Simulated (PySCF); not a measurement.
TeF3, SMILES F[Te+](F)F, charge +1. Geometry: B3LYP-D3(BJ)/def2-SVP. The multiplicity is an assumed one; other spin states were not compared. The isomer is the one that the SMILES or the coordinates give; other isomers of the formula were not compared. The def2 effective core potentials stand for the cores of Te; spin–orbit coupling is left out.

Computed with B3LYP-D3(BJ)/def2-SVP (PySCF).

Harmonic wavenumbers (cm⁻¹): 204, 204, 249, 720, 720, 721. Rotational constants (GHz): 4.597, 4.597, 3.438; symmetry number 3.

Work out the zero-point energy and the ideal-gas rigid-rotor harmonic-oscillator thermochemistry at 298.15 K and 1 atm.

ZPE = ½ Σ hcν = ½ × 2817 cm⁻¹ = 4.03 kcal/mol. H − E(el) = 7.60 kcal/mol. Entropy in cal/(mol K): translation 41.55, rotation 23.71, vibration 6.79, total 72.05. G − E(el) = -13.88 kcal/mol. Cp = 15.75 cal/(mol K).
